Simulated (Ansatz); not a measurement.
Frontier orbitals of `O[Si](O)(Cl)Cl`.

```xyz
7

O     0.271    1.347    0.310
Si   -0.147   -0.133   -0.203
O    -0.536   -1.043    1.074
Cl   -1.777   -0.097   -1.406
Cl    1.406   -0.933   -1.264
H     0.694    1.943   -0.310
H     0.090   -1.086    1.799
```

The species carries charge 0 and has multiplicity 1. All single points use the PBE0-D4/def2-TZVP geometry. It is one conformer, not always the lowest. Basis def2-TZVPP, Ansatz.

Orbital energies of one run (eV). Highest occupied ones, from the top: -11.42, -11.64, -11.99, -12.41, -12.63, -13.10, -13.56, -13.94, -14.84, -15.92, -17.91, -19.33, -25.80, -26.41. Empty: 1.84, 2.54, 3.31, 4.20, 4.40, 4.67.

(1) Which functional gave them?
A. ωB97M-V
B. r2SCANh
C. BHLYP
D. r2SCAN0

## Answers

(1) A. HOMO energies: ωB97M-V -11.42, BHLYP -10.46, r2SCAN0 -9.40, r2SCANh -8.60 eV.
